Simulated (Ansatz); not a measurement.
`O[Si]([SiH3])(Cl)Cl` + `O[SiH](Cl)[O][GeH3]` → `O[SiH](Cl)[Si](O)(Cl)Cl` + `[SiH3][O][GeH3]`  (redistribution)

Calculated with Ansatz (gas phase, PBE0-D4/def2-TZVP geometries, no zero-point term in ΔE). CCSD(T)/CBS adds triple-zeta CCSD(T) − MP2 to the extrapolated MP2 energy (def2 sets, frozen cores). Functionals use def2-TZVPP. For Ge outer-core shells are correlated without core-valence functions, which leaves a few kJ/mol of doubt a bond. Scalar relativity is left out up to krypton. Each species was taken in one conformer, which may not be the lowest.

```tsv
level	ΔE (kJ/mol)
r2SCAN-D4	47.2
PBE0-D4	45.5
ωB97X-V	45.6
r2SCAN	47.9
HF/def2-TZVPP	47.7
CCSD(T)/def2-TZVPP	47.7
HF/CBS(def2)	47.5
MP2/CBS(def2)	44.1
```

Task: What does CCSD(T)/CBS give? (An estimate is asked.)

Result: Computed: +46.4 kJ/mol. The listed levels differ from it by 0.8, -0.9, -0.8, 1.5, 1.3, 1.3, 1.1, -2.3 kJ/mol.

Largest T1 diagnostic among the species: 0.012.
